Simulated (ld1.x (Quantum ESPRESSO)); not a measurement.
magnesium: one change to an ultrasoft potential, before and after

* Element: Mg
* Generator: ld1.x (Quantum ESPRESSO) 7.5
* Type: ultrasoft
* Functional: PBE
* Relativity: scalar-relativistic
* Frozen core: [Ne]
* Valence charge: 2
* Reference configuration: 3s2 3p0
* Partial waves: 3s (bound): rcut 2.05, rcutus 2.30 bohr; 3s channel at 1.2 Ry: rcut 2.05, rcutus 2.30 bohr; 3p (bound, empty): rcut 2.20, rcutus 2.95 bohr; 3p channel at 2.6 Ry: rcut 2.20, rcutus 2.95 bohr
* Local potential: all-electron potential smoothed inside 2.65 bohr (lloc = -1)
* Core correction: Bessel-smoothed model core, default radius (core density twice the valence density)
* Augmentation charge: PSQ, inside the norm-conserving radii

All-electron outer shells of the reference configuration (PBE, scalar-relativistic, ld1.x):

| shell | level (eV) | outermost node (bohr) | outermost maximum (bohr) |
| --- | --- | --- | --- |
| 2s | -79.85 | 0.18 | 0.54 |
| 2p | -46.61 | – | 0.48 |
| 3s | -4.70 | 0.90 | 2.56 |
| 3p | -1.33 | 0.96 | 3.46 |

Change: augmentation built from norm-conserving waves at rcut, not smoothed further.

Cutoffs: the cutoffs (Ry, on a coarse ladder) from which the occupation-weighted sum of valence levels, in a spherical-Bessel basis at the reference potential, stays within 10 and 1 mRy of its value at 400 Ry; they do not see the model core or the augmentation charge, which bear on the density cutoff. Errors are all-electron minus pseudo energies relative to the spin-unpolarised reference configuration.

Task: How do hardness, ghosts and transferability respond?

Result: Both files are very soft, the changed one slightly harder (loose and tight cutoff 6 and 6 Ry → 6 and 8 Ry on this coarse ladder); of the 5 tests that both files solve, the error grows in 2 and shrinks in 2 by more than 15 % and 0.3 meV (median size 2.1 → 1.6 meV); the range in which the s phases agree narrows (upper end at the end of the scan → 2.4); the range in which the p phases agree narrows (upper end at the end of the scan → 2.8); neither file shows a bound ghost.

```csv
quantity,base,changed
"cutoff, loose",6 Ry,6 Ry
"cutoff, tight",6 Ry,8 Ry
bound ghosts,none,none
"error for 3s1 3p0, meV [ΔE 7.96 eV]",-2.1,-0.8
"error for 3s1.5 3p0, meV [ΔE 3.14 eV]",-0.4,-0.1
"error for 3s1 3p1, meV [ΔE 3.49 eV]",-1.6,-1.6
"error for 3s0 3p1, meV [ΔE 12.33 eV]",-7.7,-11
"error for 3s0 3p2, meV [ΔE 7.18 eV]",-6.2,-7.8
s: phases at 3.19 bohr within 0.05 rad from the reference energy up to (Ry; the scan ends near 5),to the end of the scan,2.4
p: phases at 3.19 bohr within 0.05 rad from the reference energy up to (Ry; the scan ends near 5),to the end of the scan,2.8
lowest overlap eigenvalue by channel,"s 0.46, p 0.77","s 0.40, p 0.77"
```
